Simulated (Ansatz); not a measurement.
Cost and result up the ladder for Hg₁₀Te₉F₂ (21 atoms). Total charge 0; singlet. Geometry: PBE-D4/def2-SVP.

Cartesian coordinates in Å:
```
F -2.877 -0.511 -2.695
F 0.262 0.153 -2.872
Hg -1.412 -2.104 3.072
Hg 2.291 -1.685 3.028
Hg 0.504 -3.522 0.718
Hg 2.693 -0.586 -0.338
Hg -1.905 0.948 -3.818
Hg -1.712 -0.225 -0.447
Hg 0.791 2.536 -2.340
Hg -2.879 1.294 2.490
Hg 0.918 1.745 1.800
Hg 3.249 -0.320 -3.610
Te 0.342 -4.207 3.451
Te 0.450 0.181 4.035
Te 4.194 -2.354 1.191
Te -3.667 -1.178 1.699
Te 0.319 -1.853 -1.474
Te 2.648 2.300 -0.306
Te -0.638 3.117 -4.640
Te -2.006 2.684 -0.782
Te -1.565 3.588 1.837
```

Ansatz on 4 threads of AMD EPYC 7R13 on a shared host and a share (37 GiB) of an NVIDIA H100 80GB HBM3. Times are rough, and most runs start from the orbitals of an earlier one. PBE0-D4/def2-TZVP serves as the yardstick here, not as an exact answer. Differences are given only for rows in sets of like size (and for xTB, whose basis is part of the method), since another set adds its own error. Binding counts from free atoms at the same level (F doublet, Hg singlet, Te triplet; other spins of the atoms weren't run), without zero-point energy or a counterpoise term.

In the def2 sets Hg, Te take a core potential; there is no spin–orbit coupling. Correlated methods freeze 38 core orbitals; core or outer-core shells of Hg, Te are correlated, in sets that lack core-valence functions. The rows differ in basis, and correlated rows in double-zeta sets carry the largest basis error. Single mean-field runs in def2-SVP, def2-TZVP are fitted with def2-universal-jkfit. Another isomer (singlet) lies 0.57 eV lower at PBE0-D4/def2-TZVP; other spin states weren't run for this one.

Correlated methods converge slowly with the basis, most of all in double-zeta sets.

```tsv
level	functions	binding energy per atom (eV)	difference from PBE0-D4/def2-TZVP (eV)
PBE-D4/def2-TZVP (with forces)	942	1.55	0.08
PBE0-D4/def2-SVP	582	1.38	–
r2SCAN-D4/def2-TZVP	942	1.46	-0.01
r2SCANh-D4/def2-TZVP	942	1.43	-0.04
MP2/def2-SVP	582	1.20	–
PBE-D4/def2-SVP	582	1.47	–
PBE0-D4/def2-TZVP	942	1.47	0.00
```

(1) Estimate how long each takes.

Results:

(1) PBE-D4/def2-SVP 6 s; PBE0-D4/def2-SVP 8 s; r2SCAN-D4/def2-TZVP 8 s; PBE-D4/def2-TZVP (with forces) 9.5 s; r2SCANh-D4/def2-TZVP 13 s; PBE0-D4/def2-TZVP 15 s; MP2/def2-SVP 18 s. On shared hardware such times vary by a factor of up to 3.
